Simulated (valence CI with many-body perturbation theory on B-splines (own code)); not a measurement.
# Level structure of Rh40+

Calculated by configuration interaction combined with many-body perturbation theory (CI+MBPT): three valence electrons over a frozen Dirac-Fock core [He], a basis of 11 s, 11 p, 10 d, 8 f, 5 g, 2 h functions for each j, with the one-electron correlation potential Σ1 (screened to all orders), the two-electron term Σ2, the three-electron term Σ3, Breit, model QED; selected single and double excitations, second order for the rest, scaled by the run's own slope (own B-spline code, finite nucleus).

No measured spectrum was set against this ion. As an estimate, large intervals hold to a few tenths of a per cent, small ones and those within an open d or f shell to about a per cent.

Levels 1 to 45 of 199, with energies above the lowest level, (2s^2 2p1/2) J=1/2. "Leading %" is the weight of the configuration and term that name the level; weights of strongly mixed levels are sums over their largest components and can fall short. In the jj column 3d3/2^4 stands for four electrons in 3d with j = 3/2. Lifetimes count E1, E2, E3, M1 and M2 decay at the calculated energies, and are blank where another channel may lead or the interval is too uncertain; long ones can be off by a factor of two.

```
No.  Configuration  Term    J  E (eV)  Leading %  Lifetime      g             Leading jj
  1         2s2 2p   2P°  1/2     0.0         99            0.649      2s^2 2p1/2 (99 %)
  2         2s 2p2    4P  1/2   123.6         67    220 ps  2.307      2s 2p1/2^2 (94 %)
  3         2s2 2p   2P°  3/2   161.4         98   39.0 ns  1.321      2s^2 2p3/2 (98 %)
  4         2s 2p2    4P  3/2   249.0         94   1.48 ns  1.678  2s 2p1/2 2p3/2 (99 %)
  5         2s 2p2    4P  5/2   274.6         52    409 ps  1.393  2s 2p1/2 2p3/2 (97 %)
  6         2s 2p2    2D  3/2   315.8         72   5.42 ps  0.941  2s 2p1/2 2p3/2 (98 %)
  7         2s 2p2    2P  1/2   319.5         73   3.63 ps  1.160  2s 2p1/2 2p3/2 (93 %)
  8         2s 2p2    2D  5/2   429.1         52   24.0 ps  1.381      2s 2p3/2^2 (97 %)
  9            2p3   2P°  3/2   452.9         42   5.31 ps  1.410   2p1/2^2 2p3/2 (97 %)
 10         2s 2p2    2S  1/2   488.4         71   4.37 ps  1.829      2s 2p3/2^2 (97 %)
 11         2s 2p2    2P  3/2   489.5         71   2.68 ps  1.210      2s 2p3/2^2 (97 %)
 12            2p3   4S°  3/2   590.3         52   3.21 ps  1.414   2p1/2 2p3/2^2 (99 %)
 13            2p3   2D°  5/2   607.0        100   3.94 ps  1.187  2p1/2 2p3/2^2 (100 %)
 14            2p3   2P°  1/2   638.4         99   2.61 ps  0.649   2p1/2 2p3/2^2 (99 %)
 15            2p3   2P°  3/2   779.8         56   2.19 ps  1.274         2p3/2^3 (99 %)
 16         2s2 3s    2S  1/2  3450.9         97   33.3 fs  1.996         2s^2 3s (97 %)
 17         2s2 3p   2P°  1/2  3495.3         95    697 fs  0.670      2s^2 3p1/2 (95 %)
 18       2s 2p 3s   4P°  1/2  3537.7         88   36.0 fs  2.430     2s 2p1/2 3s (98 %)
 19         2s2 3p   2P°  3/2  3538.4         72    126 fs  1.387      2s^2 3p3/2 (72 %)
 20       2s 2p 3s   4P°  3/2  3557.3         55   38.5 fs  1.542     2s 2p1/2 3s (71 %)
 21       2s 2p 3s   2P°  1/2  3567.7         93   49.2 fs  0.747     2s 2p1/2 3s (96 %)
 22       2s 2p 3p    4D  1/2  3575.5         73   47.7 fs  0.249  2s 2p1/2 3p1/2 (99 %)
 23         2s2 3d    2D  3/2  3578.1         88   4.11 fs  0.820      2s^2 3d3/2 (88 %)
 24       2s 2p 3p    4D  3/2  3591.6         45   86.9 fs  1.135  2s 2p1/2 3p1/2 (87 %)
 25         2s2 3d    2D  5/2  3592.8         97   4.95 fs  1.196      2s^2 3d5/2 (97 %)
 26       2s 2p 3p    4P  1/2  3611.4         55   37.6 fs  2.074  2s 2p1/2 3p1/2 (96 %)
 27       2s 2p 3p    4P  3/2  3630.2         30   38.0 fs  1.418  2s 2p1/2 3p3/2 (99 %)
 28       2s 2p 3p    2P  1/2  3642.9         44   12.6 fs  1.250  2s 2p1/2 3p3/2 (89 %)
 29       2s 2p 3p    4D  5/2  3645.8         56    320 fs  1.356  2s 2p1/2 3p3/2 (95 %)
 30       2s 2p 3p    2D  3/2  3649.2         49   16.5 fs  1.241  2s 2p1/2 3p3/2 (97 %)
 31       2s 2p 3d   4F°  3/2  3656.7         75   22.4 fs  0.540  2s 2p1/2 3d3/2 (99 %)
 32       2s 2p 3d   4F°  5/2  3670.5         66   15.7 fs  1.063  2s 2p1/2 3d3/2 (71 %)
 33       2s 2p 3d   4P°  5/2  3679.1         43   5.36 fs  1.367  2s 2p1/2 3d5/2 (77 %)
 34       2s 2p 3d   4D°  1/2  3682.9         62   3.12 fs  0.378  2s 2p1/2 3d3/2 (93 %)
 35       2s 2p 3d   4D°  3/2  3683.4         40   3.98 fs  1.274  2s 2p1/2 3d3/2 (82 %)
 36       2s 2p 3d   4F°  7/2  3691.9         47   5.91 fs  1.255  2s 2p1/2 3d5/2 (96 %)
 37       2s 2p 3s   4P°  5/2  3698.1         74   15.6 fs  1.420     2s 2p3/2 3s (74 %)
 38       2s 2p 3d   2D°  3/2  3701.8         48   5.66 fs  1.022  2s 2p1/2 3d5/2 (80 %)
 39       2s 2p 3d   2F°  5/2  3703.8         39   7.94 fs  1.180  2s 2p1/2 3d5/2 (73 %)
 40         2p2 3s    4P  1/2  3705.6         51   40.4 fs  2.027      2p1/2^2 3s (90 %)
 41       2s 2p 3s   2P°  3/2  3713.6         80   29.0 fs  1.392     2s 2p3/2 3s (98 %)
 42         2p2 3p   4D°  1/2  3737.4         40   33.7 fs  0.655   2p1/2^2 3p1/2 (92 %)
 43       2s 2p 3p    4P  3/2  3747.5         49   49.4 fs  1.628  2s 2p3/2 3p1/2 (99 %)
 44       2s 2p 3p    2D  5/2  3750.2         42   22.4 fs  1.350  2s 2p3/2 3p1/2 (98 %)
 45       2s 2p 3s   2P°  1/2  3756.6         92   23.0 fs  0.773     2s 2p3/2 3s (94 %)
```

The ionisation energy to 2s2 1S_0 of the next ion comes out as 6163.1 eV (NIST: 6161 ± 5 eV (semi-empirical)). All 199 levels together are meant to be complete up to 5014.7 eV.
